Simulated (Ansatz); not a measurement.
Reaction (ligand exchange at the Al–C bond): `B[C](=C)[AlH][F]` + H₂Se → `[F][AlH][SeH]` + `BC=C`

Calculated with Ansatz (gas phase, PBE0-D4/def2-TZVP geometries, no zero-point term in ΔE). CCSD(T)/CBS adds triple-zeta CCSD(T) − MP2 to the extrapolated MP2 energy (def2 sets, frozen cores). Functionals use def2-TZVPP. For Se outer-core shells are correlated without core-valence functions, which leaves a few kJ/mol of doubt a bond. Scalar relativity is left out up to krypton. Each species was taken in one conformer, which may not be the lowest.

(1) Is it downhill or uphill in electronic energy at CCSD(T)/CBS, and by how much? (Estimate.)

(2) What do these levels give: LDA (SPW92), B97M-V, CAM-B3LYP-D4, ωB97X-V, PBE-QIDH, PBE, BLYP, r2SCAN, BHLYP, CAM-B3LYP, MP2/def2-SVP, HF/CBS(def2)? (An estimate is asked.)

(3) What do rigid-rotor, harmonic-oscillator terms from PBE0-D4/def2-TZVP frequencies (298.15 K, 1 bar) make of the CCSD(T)/CBS value? (An estimate is asked.)

Largest T1 diagnostic among the species: 0.012.

Answers

(1) The calculation gave: Downhill: ΔE = -119.7 kJ/mol.

(2) Computed: LDA (SPW92) -116.2, B97M-V -115.8, CAM-B3LYP-D4 -115.0, ωB97X-V -115.6, PBE-QIDH -121.3, PBE -119.4, BLYP -117.5, r2SCAN -122.3, BHLYP -121.4, CAM-B3LYP -116.9, MP2/def2-SVP -114.8, HF/CBS(def2) -123.4 kJ/mol.

(3) Ansatz gave: ΔZPE = +12.9 kJ/mol, ΔH = -110.1 kJ/mol, ΔS = -8 J/(mol·K), ΔG = -107.7 kJ/mol. Modes under 50 cm⁻¹ make the entropy rough.

At CCSD(T), def2-SVP lies +7.6 kJ/mol from the extrapolated value and def2-TZVPP +3.9 kJ/mol. Leaving LDA and LC-ωPBE aside and taking each functional with its dispersion term where it has one, the values, not all of them listed here, spread over 9.3 kJ/mol, from r2SCAN0-D4 to BLYP-D4. LDA lies +3.2 kJ/mol from PBE without D4. In def2-TZVPP, CCSD(T) changes the Hartree–Fock value by +8.1 kJ/mol (the triples alone add +1.1 kJ/mol) and MP2 by +5.5 kJ/mol.
